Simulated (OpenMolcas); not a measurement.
Ni7+, Pd7+, Pt7+: d³ down the group

```yaml
Program: OpenMolcas 26.06
Method: XMS-CASPT2, IPEA 0.25 Eh, imaginary shift 0.1 Eh
Basis: ANO-RCC-VTZP
Scalar_Hamiltonian: DKH2, point nucleus
Spin-orbit_coupling: state interaction with AMFI integrals over the reference wave functions, term energies averaged over their components
```

Active space for each ion: 3 electrons in 5 orbitals (d); closed shells correlated by CASPT2: Ni7+ 3s 3p; Pd7+ 4s 4p; Pt7+ 5s 5p.

Computed levels in cm-1 above ⁴F_3/2:

```json
{"Level": "⁴F_5/2", "Ni7+": "987", "Pd7+": "2480", "Pt7+": "10480"}
{"Level": "⁴F_7/2", "Ni7+": "2290", "Pd7+": "5310", "Pt7+": "17580"}
{"Level": "⁴P_1/2", "Ni7+": "24350", "Pd7+": "16790", "Pt7+": "22640"}
{"Level": "⁴P_5/2", "Ni7+": "25910", "Pd7+": "20460", "Pt7+": "34220"}
{"Level": "²G_7/2", "Ni7+": "27240", "Pd7+": "20490", "Pt7+": "32580"}
{"Level": "²G_9/2", "Ni7+": "28460", "Pd7+": "21750", "Pt7+": "53230"}
{"Level": "²P_3/2", "Ni7+": "34090", "Pd7+": "32650", "Pt7+": "57200"}
{"Level": "²P_1/2", "Ni7+": "34640", "Pd7+": "26090", "Pt7+": "40860"}
{"Level": "²H_9/2", "Ni7+": "37540", "Pd7+": "29370", "Pt7+": "34450"}
{"Level": "weight of ⁴F in the lowest level (%)", "Ni7+": "100", "Pd7+": "96", "Pt7+": "75"}
```

Mixed levels, with the weight of the term that names them: Ni7+ ²P_3/2 (52 %), Pd7+ ²G_9/2 (60 %), Pd7+ ²P_3/2 (56 %), Pd7+ ²H_9/2 (64 %), Pt7+ ⁴P_1/2 (67 %), Pt7+ ²G_7/2 (74 %), Pt7+ ²G_9/2 (58 %), Pt7+ ²P_3/2 (56 %), Pt7+ ²P_1/2 (67 %), Pt7+ ²H_9/2 (54 %).

Measured, with the error of the calculation in %. Measured levels: Ni7+ from Corliss and Sugar, J. Phys. Chem. Ref. Data 10, 197 (1981).

```
 Level          Ni7+
⁴F_5/2   1012 (-2.4)
⁴F_7/2   2184 (+4.9)
⁴P_1/2  23261 (+4.7)
⁴P_5/2  24669 (+5.0)
```

The fine-structure level ⁴F_7/2 changes by a factor of 7.68 from Ni7+ to Pt7+.

Without spin-orbit coupling ⁴P lies 23120, 14140, 13060 cm-1 above ⁴F in that order; the difference to the level ⁴P_1/2, of either sign, comes from spin-orbit coupling, which also lowers the zero.

CASPT2 breaks the degeneracy within a term, and the mean is taken; among the terms shown or strongly mixed into the levels shown the widest spread is 1500 cm-1 (3d³ ⁴F, Ni7+). The CASPT2 spread within a term exceeds the gap to the next term for 3d³ ²D(1) and 3d³ ²H, so the order of their levels is uncertain (figures for Ni7+; the like holds for Pd7+). Measured partners are found by configuration, term and J. A level has none where our copy of the source lacks it or the pairing is in doubt (some pairs that miss far off the trend of their configuration count as doubtful), and it then counts in no deviation. Only configurations of the active space appear.

A number in round brackets counts repeated terms of one configuration in the order of the reference energies.
